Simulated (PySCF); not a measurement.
## Sr₂⁺ from Hartree–Fock to correlated methods

State: ²Σu⁺ (doublet), unpaired electrons σ ↑. Set-up: Sr def2-SVP with ECP28; scalar-relativistic core potentials (PySCF 2.14). De refers to Sr⁺ + Sr in their ground configurations, without counterpoise correction. The functionals are run spin-unrestricted. Levels whose curve was spin-contaminated or gave no clean fit are not listed.

| Level | Re (Å) | ωe (cm⁻¹) | De (eV) |
| --- | --- | --- | --- |
| ROHF | 4.419 | 69.4 | 0.63 |
| ROHF-MP2 | 4.305 | 68.1 | 0.88 |
| ROHF-SCS-MP2 | 4.334 | 66.8 | 0.87 |
| ROHF-CCSD | 4.304 | 68.7 | 0.92 |
| ROHF-CCSD(T) | 4.299 | 68.8 | 0.95 |
| PBE | 4.235 | 74.9 | 1.20 |
| PW91 | 4.223 | 75.6 | 1.23 |
| PBE0 | 4.240 | 76.5 | 1.15 |
| BHandHLYP | 4.302 | 71.9 | 1.00 |
| ωB97X | 4.238 | 76.5 | 1.00 |

(1) Which functional lies closest to ROHF-CCSD(T) in De, which farthest, and by how much do they differ from it?

(2) What does a quarter of exact exchange do here, going from PBE to PBE0?

(3) What does the triples do here, going from ROHF-CCSD to ROHF-CCSD(T)?

Correlated steps freeze no core orbitals. Correlated levels converge slowly with the basis: in double zeta they bind strong bonds too weakly, by up to about 1 eV, and carry superposition errors of some tenths. Spin–orbit coupling is left out. The state was picked by a PBE0 search and need not be the measured ground state.

The whole job (state search and all levels along the bond) took about 3.8 min on 1 thread of Arm Neoverse N1 (shared host), peak memory 0.57 GiB.

## Answers

(1) Closest is BHandHLYP (+0.3 pm in Re, +4.5 % in ωe, +0.05 eV in De against ROHF-CCSD(T) in the same basis), farthest PW91 (-7.6 pm in Re, +9.9 % in ωe, +0.28 eV in De). CCSD(T) converges more slowly with the basis than the functionals do and binds too weakly in this one, so the order can change at the basis-set limit.

(2) PBE0 less PBE: +0.5 pm in Re, +2.1 % in ωe, -0.05 eV in De. Exact exchange removes part of the self-interaction that spreads semilocal densities, and in most molecules shortens and stiffens the bond and lowers De; here Re goes the other way.

(3) ROHF-CCSD(T) less ROHF-CCSD: -0.5 pm in Re, +0.1 % in ωe, +0.03 eV in De. Correlation nearly always deepens the well. The bond shortens, as in weak, metallic or heavy-atom bonds, where dispersion and the correlation of outer-core electrons pull the atoms together.
